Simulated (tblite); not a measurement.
Compound: C5H7N2 (doublet state).
Atom-mapped SMILES: `[CH2:1][n:2]1[cH:3][c:4]([CH3:5])[cH:6][n:7]1` (hydrogens: H8, H9 on C1; H10 on C3; H11, H12, H13 on C5; H14 on C6)

Structure optimised with GFN2-xTB, isolated species. This method treats the open shell by occupation alone, without spin polarisation.

Q: List the bond lengths and angles at this level.

A: 
| bond | length (Å) | order |
| --- | --- | --- |
| C1–N2 | 1.333 | single |
| N2–C3 | 1.371 | aromatic |
| C3–C4 | 1.375 | aromatic |
| C4–C5 | 1.486 | single |
| C4–C6 | 1.416 | aromatic |
| C6–N7 | 1.318 | aromatic |
| N2–N7 | 1.344 | aromatic |
| C1–H8 | 1.070 | single |
| C1–H9 | 1.071 | single |
| C3–H10 | 1.071 | single |
| C5–H11, C5–H12, C5–H13 | 1.089 | single |
| C6–H14 | 1.072 | single |

Bonds in one row agree within 0.01 Å and their mean is given. Orders are formal, as drawn. A selection of angles:
| angle | degrees |
| --- | --- |
| N2–C1–H8 | 118.2 |
| N2–C1–H9 | 119.4 |
| H8–C1–H9 | 122.4 |
| C1–N2–C3 | 127.4 |
| C1–N2–N7 | 121.6 |
| C3–N2–N7 | 111.0 |
| N2–C3–C4 | 107.3 |
| N2–C3–H10 | 121.4 |
| C4–C3–H10 | 131.3 |
| C3–C4–C5 | 128.7 |
| C3–C4–C6 | 104.0 |
| C5–C4–C6 | 127.2 |
| C4–C5–H11 | 110.3 |
| C4–C5–H12 | 110.6 |
| H11–C5–H12 | 108.4 |
| H12–C5–H13 | 109.1 |
| C4–C6–N7 | 111.5 |
| C4–C6–H14 | 128.1 |
| N7–C6–H14 | 120.4 |
| N2–N7–C6 | 106.1 |

C6 (carbon bonded to C, N and H) is planar (angles 128.1°, 120.4° and 111.5°, sum 360.0°, 0.00 Å off the plane of its three neighbours). The 7 heavy atoms lie in one plane (0.003 Å rms). N2 (nitrogen bonded to 2 C and N) is planar (angles 127.4°, 121.6° and 111.0°, sum 360.0°, 0.00 Å off the plane of its three neighbours). C3 (carbon bonded to C, N and H) is planar (angles 131.3°, 121.4° and 107.3°, sum 360.0°, 0.00 Å off the plane of its three neighbours). C1 (carbon bonded to N and 2 H) is planar (angles 122.4°, 119.4° and 118.2°, sum 360.0°, 0.00 Å off the plane of its three neighbours). The C–N distances run from 1.318 Å (C6–N7, aromatic) to 1.371 Å (N2–C3, aromatic), a spread of 0.053 Å. The 3 C–C bonds span 1.375 Å (C3–C4, aromatic) to 1.486 Å (C4–C5, drawn single), a spread of 0.111 Å.

Its GFN2-xTB frequencies are all real (lowest 47 cm⁻¹). Torsions: H–C1–N2–C3 180° and 0°. 2 starts were optimised and ended at 0.00 and 0.07 kcal/mol (GFN2-xTB); the lowest of these is shown.

The run took 0.15 s of wall time on one thread of an Arm Neoverse V1, no GPU (shared host). This is the geometry optimisation.

All values are computed, not measured.
